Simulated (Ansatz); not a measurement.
`OC[SiH2]F`. Total charge 0; spin multiplicity 1.

Z-matrix (Å, degrees):
```
C
Si 1 1.876
O 1 1.422 2 111.4
H 1 1.095 2 109.6 3 -117.9
H 1 1.100 2 111.0 3 125.2
F 2 1.608 1 106.2 3 -54.9
H 2 1.486 1 112.2 3 -172.8
H 2 1.482 1 111.8 3 61.7
H 3 0.961 1 108.4 2 58.0
```

**Question.** Give the diagnostics of a CCSD(T)/def2-TZVPP run (frozen core, the Gaussian-basis code of Ansatz). (An estimate is asked.)

**Answer.** Computed: T1 = 0.0111, largest single amplitude 0.010, largest double 0.017, (T) share of the correlation energy 3.2 %, 9 CCSD cycles. The RHF solution is stable towards an unrestricted one. T1 lies under the customary mark of 0.02 for closed shells.
